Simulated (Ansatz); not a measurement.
Calculated with Ansatz (gas phase, PBE0-D4/def2-TZVP geometries, no zero-point term in ΔE). CCSD(T)/CBS adds triple-zeta CCSD(T) − MP2 to the extrapolated MP2 energy (def2 sets, frozen cores). DFT in def2-TZVPP. B3LYP here is the variant with VWN-RPA as its local correlation; programs differ in this. For Br, Ge outer-core shells are correlated without core-valence functions, which leaves a few kJ/mol of doubt a bond. Scalar relativity is left out up to krypton. One conformer a species, not always the lowest.

Consider the ligand exchange at a Ge–Br bond: `[Cl][GeH2][Br]` + `S[SiH2]Cl` → `Cl[SiH2][S][GeH2][Cl]` + HBr.

| level | ΔE (kJ/mol) |
| --- | --- |
| r2SCAN-D4 | 24.6 |
| PBE0-D4 | 22.3 |
| B3LYP-D4 | 22.4 |
| ωB97M-V | 24.5 |
| PBE0 | 29.8 |
| SCS-MP2/def2-TZVPP | 23.9 |
| HF/def2-QZVPP | 43.5 |
| SCS-MP2/def2-QZVPP | 23.5 |

Question: What does CCSD(T)/CBS give? (An estimate is asked.)

Answer: Ansatz gave: +21.1 kJ/mol. The listed levels differ from it by 3.5, 1.2, 1.3, 3.4, 8.7, 2.8, 22.4, 2.4 kJ/mol.

Largest T1 diagnostic among the species: 0.010.

The D4 term adds −13.0 kJ/mol with B3LYP and −7.4 kJ/mol with PBE0; it sums over pairs of atoms, weighted by their polarisabilities, and B3LYP, whose exchange is more repulsive, gets the larger term. In def2-TZVPP, CCSD(T) changes the Hartree–Fock value by −21.3 kJ/mol (the triples alone add −3.6 kJ/mol) and MP2 by −23.6 kJ/mol.
